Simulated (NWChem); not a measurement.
Species: CH₄BeO; SMILES [BeH][O]C

```xyz
7

Be    -0.0047     1.6443    -0.0006
H     -0.0209     2.9833    -0.0018
O      0.0121     0.2413     0.0013
C     -0.0047    -1.1423    -0.0005
H      0.9284    -1.5576     0.4430
H     -0.8630    -1.5363     0.5894
H     -0.0938    -1.5434    -1.0355
```
Atoms are numbered in this order, from 1.

Computed with NWChem. Medium grid unless said otherwise, to which SCAN and Minnesota functionals are sensitive. Structure relaxed at the PBE-D3(BJ)/def2-SVP level.

Problem. Order these by “dipole (D)”, lowest first: PBE/def2-TZVP; B3LYP/def2-TZVP; MPW1K/def2-TZVP.

Solution. MPW1K/def2-TZVP (1.52), B3LYP/def2-TZVP (1.65), PBE/def2-TZVP (1.72)
